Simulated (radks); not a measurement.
Ho XLVII, 21 electrons, occupied as [Ar] 3d3. Method: scalar-relativistic Kohn-Sham, LB94 model potential, spin-polarised, spherical densities, finite nucleus; open shells are filled with parallel spins first (spin-orbit coupling, left out, can overturn this in heavy ions); Fermi nuclear charge, rms radius 5.2022 fm; computed with a radial shooting solver on a logarithmic mesh with Libxc functionals. Some entries of the table are withheld. Estimate them.

| orbital | occ. | eigenvalue (eV) | <1/r> (bohr^-1) |
|---|---|---|---|
| 1s down | 1 | -58504.00 | 76.11 |
| 1s up | 1 | -58503.55 | 76.11 |
| 2s up | 1 | -12085.42 | 17.82 |
| 2s down | 1 | -12085.13 | 17.83 |
| 2p down | 3 | -11041.20 | 16.51 |
| 2p up | 3 | -11040.74 | 16.51 |
| 3s up | 1 | -4510.713 | 6.961 |
| 3s down | 1 | -4493.550 | 6.946 |
| 3p up | 3 | (1) | 6.566 |
| 3p down | 3 | (2) | 6.554 |
| 3d up | 3 | (3) | 6.262 |
| 3d down | 0 | (4) | 6.265 |
| 4s up | 0 | -2334.833 | 3.618 |
| 4s down | 0 | -2328.770 | 3.611 |
| 4p up | 0 | -2207.996 | 3.455 |
| 4p down | 0 | -2202.130 | 3.449 |

Answer. 
(1) 3p up eigenvalue (eV): -4193.259
(2) 3p down eigenvalue (eV): -4175.975
(3) 3d up eigenvalue (eV): -3847.347
(4) 3d down eigenvalue (eV): -3830.831
